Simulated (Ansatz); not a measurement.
One change: `C[NH][AlH2]` becomes `C[NH][GaH2]`.

Ansatz, PBE0-D4/def2-TZVP geometries, multiplicity 1. 

Scalar relativity is left out up to krypton.

```json
{"property": "size of the dipole moment (B3LYP/def2-TZVPP) / D", "`C[NH][AlH2]`": "1.25"}
{"property": "HOMO–LUMO gap (B3LYP/def2-TZVPP) / eV", "`C[NH][AlH2]`": "5.79"}
{"property": "LUMO energy (PBE/def2-TZVPP) / eV", "`C[NH][AlH2]`": "-1.42"}
{"property": "HOMO–LUMO gap (PBE/def2-TZVPP) / eV", "`C[NH][AlH2]`": "4.21"}
{"property": "LUMO energy (B3LYP/def2-TZVPP) / eV", "`C[NH][AlH2]`": "-0.88"}
{"property": "size of the dipole moment (ωB97M-V/def2-TZVPP) / D", "`C[NH][AlH2]`": "1.20"}
```

(1) What does the change do to each property? (Estimate.)

Results:

(1) Computed: 
| property | `C[NH][GaH2]` | shift |
| --- | --- | --- |
| size of the dipole moment (B3LYP/def2-TZVPP) / D | 1.03 | -0.22 |
| HOMO–LUMO gap (B3LYP/def2-TZVPP) / eV | 5.53 | -0.26 |
| LUMO energy (PBE/def2-TZVPP) / eV | -1.51 | -0.09 |
| HOMO–LUMO gap (PBE/def2-TZVPP) / eV | 4.01 | -0.20 |
| LUMO energy (B3LYP/def2-TZVPP) / eV | -1.01 | -0.13 |
| size of the dipole moment (ωB97M-V/def2-TZVPP) / D | 0.90 | -0.30 |

With PBE0 the HOMO rises by 0.15 eV and the LUMO falls by 0.08 eV, so the gap narrows by about 0.23 eV. PBE moves the HOMO by 0.12 eV and ωB97M-V by 0.17 eV. Dipoles are sizes alone; their direction can turn.

B3LYP here is the variant with VWN-RPA as its local correlation; programs differ in this.
